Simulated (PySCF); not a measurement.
# Shapes and spin states of OsSF2

Method: PySCF, B3LYP, basis Os def2-SVP with ECP60, S def2-SVP, F def2-SVP (scalar-relativistic core potentials, no spin–orbit coupling, density fitting).

Relaxations began from a few typed shapes and spin states; open shells are unrestricted. The search is not exhaustive: other isomers or separated fragments can lie lower, and high-lying points may rest on an excited occupation.

Which is the lowest minimum found?
A. triplet Cs: Os–F 1.881 Å (×2), Os–S 2.076 Å; F–Os–F 89.4°, F–Os–S 135.3° (×2)
B. singlet (closed shell, unstable to spin polarisation) C2v: Os–F 1.859 Å (×2), Os–S 2.039 Å; F–Os–F 113.4°, F–Os–S 123.3° (×2)
C. broken-symmetry Ms = 0 (⟨S²⟩ 0.78) C2v: Os–F 1.856 Å (×2), Os–S 2.058 Å; F–Os–F 127.1°, F–Os–S 116.4° (×2)
D. quintet C2v: Os–F 1.898 Å (×2), Os–S 2.156 Å; F–Os–F 161.1°, F–Os–S 99.5° (×2)
E. singlet (closed shell, unstable to spin polarisation) C2v: Os–F 1.859 Å (×2), Os–S 2.039 Å; F–Os–F 113.5°, F–Os–S 123.3° (×2)
F. triplet C2v: Os–F 1.847 Å (×2), Os–S 2.079 Å; F–Os–F 137.8°, F–Os–S 111.1° (×2)
G. quintet C2v: Os–F 1.910 Å (×2), Os–S 2.134 Å; F–Os–F 95.6°, F–Os–S 132.2° (×2)

F. The others lie at 32.0 (broken-symmetry Ms = 0 C2v), 44.2 (singlet C2v), 44.5 (singlet C2v), 63.7 (triplet Cs, a saddle point), 74.5 (quintet C2v), 109.4 (quintet C2v) kJ/mol above it.

Formally Os is in oxidation state +4, d4, with 2 unpaired electrons (the high-spin count would be 4). The Mulliken spin on Os is 1.51. The polar-tensor charge on Os, 1.10, is far below the formal one.

For the lowest minimum: other spin states or occupations of the open shell can lie lower. With an element this heavy the missing spin–orbit coupling can shift these numbers.

The electron or spin density has lower symmetry than the nuclear frame for the broken-symmetry Ms = 0 (⟨S²⟩ 0.78) C2v at 32.0 kJ/mol.
